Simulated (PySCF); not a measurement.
formic acid (CH$_{2}$O$_{2}$), singlet, geometry from GFN2-xTB. Base run: BLYP/STO-3G run with PySCF.

PySCF was given this input:
```python
from pyscf import gto, scf, dft

mol = gto.M(
    atom='''
O    -1.016135   -0.435064    0.000080
C    -0.001727    0.412940   -0.007311
O     1.152871    0.114081    0.006617
H    -0.699045   -1.354439    0.018703
H    -0.384483    1.444668   -0.028412
''',
    basis='sto-3g',
    charge=0,
    spin=0,
    verbose=4,
    symmetry=True,
)

mf = dft.RKS(mol)
mf.xc = 'blyp'
mf.kernel()
mf.analyze()
```

The base run was repeated with changes; each row names its change, and settings that it needs were set with it.

```csv
change,ΔE vs base (eV),point group used,SCF cycles
base,0.00,Cs,10
symmetry = off,0.00,C1,10
irrep_nelec = A':18 A":6,15.01,Cs,12
irrep_nelec = A':22 A":2,28.44,Cs,17
```
